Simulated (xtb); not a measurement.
A run for xtb: GFN2-xTB on AsH6P (a complex), monomers drawn apart or pushed together.

```
$ xtb mol.xyz --gfn 2 --sp --chrg 0 --uhf 0
8

P     -0.02368630     0.12211135    -0.47461598
H      1.38807192    -0.00196129    -0.46009729
H     -0.23775009    -1.26422134    -0.27260405
H     -0.11148580     0.02546532    -1.88833417
As     0.36607133     0.64630131     6.04609456
H      0.46489153     0.77259651     7.56467772
H     -1.14369145     0.84654390     6.06245831
H      0.62372131     2.13338022     5.84069272
```

Q: Predict the final total energy.

A: -7.9066 hartree.
